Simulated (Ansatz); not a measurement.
FeCo₂, relaxed as a septet with UKS PBE0-D4/def2-TZVP in Ansatz, starting from the GFN1-xTB geometry. Force threshold 0.02 eV/Å.

The charge 0 septet is spin-contaminated (final ⟨S²⟩ up to 13.05, 12.00 for a pure state). The relaxation made no stability test and no search for a lower SCF solution. At PBE0-D4/def2-TZVP a triplet of charge 0 lies 0.19 eV below the septet, each at its own geometry. That triplet is doubtful there (⟨S²⟩ 5.31, where a pure state has 2.00). Another isomer (septet) lies 0.11 eV lower at PBE0-D4/def2-TZVP.

Start:

```xyz
3

Fe    0.3595   -1.1350    0.4390
Co    0.0905    0.2029   -1.3835
Co   -0.4499    0.9321    0.9445
```

```csv
step,energy (eV),largest force component (eV/Å),SCF passes
1,-109621.1665,0.521,142
2,-109621.1915,0.273,52
3,-109621.2016,0.028,53
4,-109621.2017,0.001,40
```

Force components are those of the run's own axes.

End:

```tsv
atom	x (Å)	y (Å)	z (Å)
Fe1	0.363	-1.146	0.443
Co2	0.102	0.190	-1.445
Co3	-0.465	0.956	1.002
```

By distances, no bond broke or formed. The bond that changes most is Co2–Co3, from 2.50 to 2.63 Å (atoms count from 1).

No frequencies were taken in this run, so the end may be a saddle point.

Run time 24 s (4 threads of Intel Xeon Platinum 8488C on a shared host), peak host memory 0.6 GiB.
